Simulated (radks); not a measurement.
Q: The table gives one normalised radial function P(r) = r R(r) of Ag11+ in [Kr] (r in bohr). Method: scalar-relativistic Kohn-Sham, PBEsol, spin-polarised, spherical densities, finite nucleus; Fermi nuclear charge, rms radius 4.5454 fm; computed with a radial shooting solver on a logarithmic mesh with Libxc functionals.

r	P
0.002272	0.0037
0.002911	0.0058
0.003731	0.0090
0.004819	0.0141
0.006176	0.0218
0.007914	0.0335
0.01014	0.0511
0.0131	0.0777
0.01679	0.1147
0.02151	0.1652
0.02779	0.2327
0.03561	0.3102
0.04563	0.3894
0.05848	0.4487
0.07554	0.4528
0.0968	0.3588
0.124	0.1400
0.159	-0.1852
0.2053	-0.5298
0.2631	-0.6998
0.3372	-0.5448
0.4321	-0.0375
0.5582	0.6547
0.7153	1.1464
0.9166	1.2039
1.184	0.8487
1.517	0.4072
1.944	0.1252
2.491	0.0221

Which n and l does it have? It may be an empty orbital.

A: n = 4, l = 1: the number of nodes gives n - l - 1 = 2, the rise at small r (about r^(l+1), flatter next to the nucleus through relativity) gives l, and the extent must fit the shell. The curve is that of 4p. 4p: eigenvalue -261.29 eV, 2 radial nodes at r = 0.139, 0.438 bohr, <r> = 0.894 bohr, 90 % of the charge inside 1.29 bohr.
